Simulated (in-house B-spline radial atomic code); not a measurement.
## BSE on G0W0@HF excitations of Ba⁸⁺

Method: BSE on G0W0@HF. Computed with a B-spline radial code for spherical atoms: linear response of the closed shell [Kr] 4d10 5s2 with a statically screened interaction on G0W0 levels; scalar-relativistic (spin-free one-electron X2C), finite nucleus, no spin-orbit coupling, no double excitations, S, P, D and F terms only; shells from n = 3 respond. Only terms of natural parity with L up to 3 were computed.

Spin-orbit coupling is strong here, so these LS terms don't match observed levels.

Command:
```bash
python run_td.py task.json out
```
Settings (radii: box in bohr, nucleus in fm):
```
Z                        56
electrons                48
configuration            [Kr] 4d10 5s2
hamiltonian              x2c
method                   bse
box_radius               11.59
rms_radius               4.8378
intervals                69
```

Time taken, with all properties: 2 s on 1 thread of Intel(R) Xeon(R) Platinum 8375C CPU @ 2.90GHz (Ice Lake), on a shared host.

The lowest states, in the order of their Tamm-Dancoff energies; the method's threshold (minus the highest G0W0 level) is 131.25 eV. Labels give the largest channel, * marks a mixed state, and oscillator strengths are full-response dipole values. Energies in eV:

| state | full response | Tamm-Dancoff | oscillator strength |
| --- | --- | --- | --- |
| 5s → 5p 3P | 16.214 | 16.365 | - |
| 5s → 5p 1P | 21.706 | 22.443 | 1.58 |
| 5s → 4f 3F | 29.203 | 29.252 | - |
| 5s → 4f 1F | 30.46 | 30.49 | - |
| 5s → 5d 3D | 46.51 | 46.53 | - |
| 5s → 5d 1D | 48.80 | 48.86 | - |
| 5s → 6s 3S | ? | ? | - |
| 5s → 6s 1S | 62.13 | 62.17 | - |
| 5s → 6p 3P | 68.87 | 68.87 | - |
| 5s → 6p 1P | 69.41 | 69.44 | 0.169 |
| 5s → 5f 3F | 74.19 | 74.19 | - |
| 5s → 5f 1F | 74.58 | 74.58 | - |
| 5s → 6d 3D | ? | ? | - |
| 5s → 6d 1D | 81.06 | 81.08 | - |
| 5s → 7s 3S | 86.77 | 86.77 | - |
| 5s → 7s 1S | 87.20 | 87.22 | - |

Where does 5s → 6s 3S lie?

At 60.79 eV in full response, 60.80 eV in Tamm-Dancoff.

Where does 5s → 6d 3D lie?

At 80.57 eV in full response, 80.57 eV in Tamm-Dancoff.

How large is the singlet-triplet splitting of 5s → 5p (P terms) in Tamm-Dancoff?

6.08 eV, from the unrounded values.

What polarisabilities and dispersion coefficient does the method give?

Dipole 3.128 bohr³, quadrupole 3.657 bohr⁵, C6 8.355 hartree·bohr⁶ for two such species.
